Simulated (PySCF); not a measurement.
1-hydroxysilylpropan-2-one (C3H8O2Si), SMILES CC(=O)C[SiH2]O. Geometry optimised at PBE-D3(BJ)/def2-SVP. The values are those of a single conformer.

Computed equilibrium geometry at PBE-D3(BJ)/def2-SVP (PySCF confirms it by a frequency run) as Cartesian coordinates in Å (one conformer of several):
```xyz
14

C      2.5512     0.1374    -0.2354
C      1.1072     0.5158     0.0026
O      0.5710     1.4240    -0.6368
C      0.3255    -0.2842     1.0176
Si    -1.2625    -0.9574     0.1739
O     -2.0097     0.3664    -0.5194
H      2.6113    -0.9286    -0.5417
H      2.9915     0.7793    -1.0194
H      3.1332     0.2273     0.7054
H      0.9258    -1.0719     1.5138
H     -0.0549     0.4152     1.7931
H     -0.8538    -2.0122    -0.8244
H     -2.1636    -1.5791     1.2002
H     -1.3091     1.0366    -0.7201
```
Charge 0, spin multiplicity 1.
